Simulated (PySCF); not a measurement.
Can point charges reproduce the dipole moment of `C(CC)C1OCCO1` (2-propyl-1,3-dioxolane)?

Coordinates (PBE0-D3(BJ)/def2-SVP, Å) and charges (e) from the PBE0/pcSseg-1 density (PySCF):

```tsv
atom	x	y	z	Mulliken	IAO	Hirshfeld	ESP-fitted
C1	-3.209	-0.195	0.014	-0.2682	-0.4061	-0.1129	-0.3207
C2	-1.767	-0.594	-0.253	-0.2962	-0.2458	-0.0647	+0.3166
C3	-0.796	0.570	-0.122	-0.2008	-0.2591	-0.0782	-0.4117
C4	0.635	0.178	-0.376	+0.3479	+0.2784	+0.1046	+0.4958
O5	1.487	1.277	-0.232	-0.4990	-0.3962	-0.1493	-0.4511
C6	2.760	0.744	0.022	+0.0081	-0.0762	-0.0022	+0.1557
C7	2.468	-0.641	0.643	+0.0284	-0.0765	-0.0023	-0.0129
O8	1.070	-0.758	0.570	-0.5050	-0.4031	-0.1450	-0.3821
H9	-3.891	-1.052	-0.085	+0.1184	+0.1386	+0.0404	+0.0710
H10	-3.547	0.584	-0.689	+0.1088	+0.1312	+0.0368	+0.0737
H11	-3.328	0.209	1.032	+0.1123	+0.1338	+0.0384	+0.0731
H12	-1.457	-1.388	0.446	+0.1356	+0.1411	+0.0340	-0.0459
H13	-1.681	-1.029	-1.264	+0.1138	+0.1245	+0.0341	-0.0465
H14	-1.055	1.377	-0.827	+0.1278	+0.1396	+0.0420	+0.1077
H15	-0.836	1.000	0.892	+0.1184	+0.1413	+0.0374	+0.1416
H16	0.752	-0.252	-1.401	+0.0827	+0.0897	+0.0209	+0.0070
H17	3.348	0.647	-0.911	+0.1071	+0.1224	+0.0346	+0.0208
H18	3.299	1.423	0.699	+0.1277	+0.1502	+0.0491	+0.0622
H19	2.774	-0.716	1.698	+0.1243	+0.1467	+0.0464	+0.0974
H20	2.970	-1.449	0.079	+0.1079	+0.1254	+0.0361	+0.0481
```

What dipole does each set of charges give (1 e·Å = 4.803 D), and what does the density give?

The full density gives (1.21, -0.45, -0.28) D, 1.32 D in size; dipole vectors point from the negative to the positive end.

```csv
scheme,μx,μy,μz,size (D),share of the full size (%),angle to the full dipole (°)
Mulliken,1.15,-0.74,-0.70,1.54,116,19
IAO,1.55,-0.62,-0.61,1.78,135,8
Hirshfeld,0.71,-0.22,-0.13,0.75,57,4
ESP-fitted,1.23,-0.42,-0.29,1.33,101,1
```

Which set comes closest?

Length of the difference vector: ESP-fitted 0.03 D, IAO 0.50 D, Mulliken 0.52 D, Hirshfeld 0.57 D. Closest: ESP-fitted. ESP charges are fitted to the potential around the molecule, whose slowest-falling term is the dipole's. 

What is left for the Hirshfeld atoms' own dipoles?

The shares of the density sum to the whole, so what Σ q r misses lies in dipoles about the nuclei. The atomic dipoles sum to (1.21, -0.45, -0.28) − (0.71, -0.22, -0.13) = (0.50, -0.23, -0.15) D, 0.57 D in size.

With the origin at the mean of the coordinates, (0.000, -0.003, -0.003) Å, which are the largest single terms, by size, of the ESP-fitted dipole along the direction of the full one?

C1 +4.44, O5 -2.13, C2 -2.08, O8 -2.04, C3 +1.78 D; all 20 atoms together +1.33 D. The single terms depend on the origin, their sum doesn't.

Give the size of the full dipole in other units.

1.32 D = 0.520 au = 0.275 e·Å = 4.40 × 10⁻³⁰ C·m.

One conformer (not necessarily the lowest) at the PBE0-D3(BJ)/def2-SVP geometry, without solvent, vibrations or thermal averaging.
